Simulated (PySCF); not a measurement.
Computed IR spectrum (relative IR intensity) of a molecule Cl2H5NSi2. Coordinates come from a PBE-D3(BJ)/def2-SVP optimisation. Other conformers were not sampled. Method: PBE-D3(BJ)/def2-SVP in PySCF. Frequencies are harmonic and unscaled.

Lines under 2 % of the strongest are left out, and lines within 2 cm⁻¹ are merged.

ν (cm⁻¹): 250 (vw), 404 (w), 525 (m), 546 (m), 586 (vw), 686 (w), 739 (w), 818 (w), 850 (vs), 899 (s), 905 (w), 926 (m), 1158 (m), 2193 (m), 2208 (w), 2215 (m), 3501 (w) (against the strongest line: vs over 80 %, s over 45 %, m over 15 %, w over 4 %, vw less)

Question: Which structure fits?
A. [SiH3]N[SiH](Cl)Cl
B. Cl[SiH2]N[SiH2]Cl
C. N[Si@@H](Cl)[SiH2]Cl
D. N[SiH2][SiH](Cl)Cl

Answer: B, Cl[SiH2]N[SiH2]Cl
